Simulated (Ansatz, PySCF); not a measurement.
# ReOF3 in two programs

ReOF3 (singlet), relaxed with PySCF 2.14.0, RKS BP86, Re def2-SVP with ECP60, O def2-SVP, F def2-SVP; non-relativistic Hamiltonian with scalar-relativistic core potentials where named; density fitting; no spin-orbit coupling:

```xyz
5

Re    0.0472    0.0000    0.0357
O     1.6860    0.0000    0.4778
F    -0.0834    1.7728   -0.4396
F    -1.7898    0.0000    0.4573
F    -0.0834   -1.7728   -0.4396
```

There the HOMO–LUMO gap is 0.78 eV. The gap is small, and the closed shell wasn't tested for a lower spin-broken solution.

The same geometry by Ansatz 0.2.0 (PBE, PAW, a periodic box with 9 Å of vacuum):

| spin-orbit coupling | gap (eV) | largest force component (eV/Å) |
| --- | --- | --- |
| without | 0.79 | 0.60 |

(1) What does the run with spin-orbit coupling give?

The spin-orbit runs use fully relativistic datasets of their own, so changes of a few hundredths of an eV needn't come from the coupling.

The two programs differ in functional, so their gaps don't test each other.

## Answers

(1) gap (eV): 1.01, largest force component (eV/Å): 0.58. It took 14 s on 2 threads of Intel(R) Xeon(R) Platinum 8375C CPU @ 2.90GHz (Ice Lake), with other jobs on the host, peak memory 2.1 GiB.
